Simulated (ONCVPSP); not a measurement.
**Before and after: ONCV potential for zirconium**

| Quantity | Value |
| --- | --- |
| Element | Zr (Z = 40) |
| Generator | ONCVPSP 4.0.1 |
| Type | optimised norm-conserving Vanderbilt (ONCV) |
| Functional | PBE |
| Relativity | scalar-relativistic |
| Frozen core | [Ar] 3d10 |
| Valence charge | 12 |
| Reference configuration | 4s2 4p6 4d2 (charge +2) |
| Partial waves | 4s: rc 1.90 bohr, ncon 5, nbas 8, qcut 8.3 1/bohr, 1 projector; 4p: rc 2.25 bohr, ncon 4, nbas 9, qcut 6.2 1/bohr, 1 projector; 4d: rc 1.85 bohr, ncon 5, nbas 8, qcut 4.7 1/bohr, 3 projectors, debl 2.4 Ha |
| Local potential | polynomial inside 1.15 bohr (lpopt 5, dvloc0 0 Ha) |
| Core correction | Teter function, fcfact 5.25, rcfact 1.8 |

Change: p: qcut 9.

Cutoffs: the cutoffs (Ha) at which the residual kinetic energy of the hardest occupied pseudo-wave falls to 1 and 0.1 mHa per electron; they do not see the model core or the augmentation charge, which bear on the density cutoff. Errors are all-electron minus pseudo energies relative to the spin-unpolarised reference configuration.

Task: What does the change do?

Result: The potential gets neither clearly harder nor softer (26 Ha and 57 Ha → 26 Ha and 57 Ha); the d channel sets the loose cutoff, while the largest relative change is in p, which becomes harder; of the 4 tests that both files solve, the error grows in 1 and shrinks in 0 by more than 15 % and 0.3 meV (median size 447.6 → 444.9 meV); neither file shows a bound ghost.

| quantity | base | changed |
| --- | --- | --- |
| cutoff, loose | 26 Ha | 26 Ha |
| cutoff, tight | 57 Ha | 57 Ha |
| loose cutoff by channel | s 22 Ha, p 10 Ha, d 26 Ha | s 22 Ha, p 18 Ha, d 26 Ha |
| bound ghosts | none | none |
| GHOST(+) flags under 300 eV | none | none |
| error for 4s2 4p6 4d2 5s2, meV [ΔE -20.08 eV] | +650 | +650 |
| error for 4s2 4p6 4d2 5s1, meV [ΔE -12.94 eV] | +452 | +449 |
| error for 4s2 4p6 4d1, meV [ΔE 22.63 eV] | -15 | -18 |
| error for 4s2 4p6 4d2.5 5s1.5, meV [ΔE -19.56 eV] | +444 | +441 |
| s: phases at 1.93 bohr within 0.05 rad from the reference energy up to (Ha; the scan ends near 5) | -0.9 | -0.9 |
| p: phases at 2.28 bohr within 0.05 rad from the reference energy up to (Ha; the scan ends near 5) | -0.4 | -0.3 |
| d: phases at 1.88 bohr within 0.05 rad from the reference energy up to (Ha; the scan ends near 5) | to the end of the scan | to the end of the scan |
| rms error of d²Exc/dni dnj with the model core, mHa | 6.38 | 6.27 |
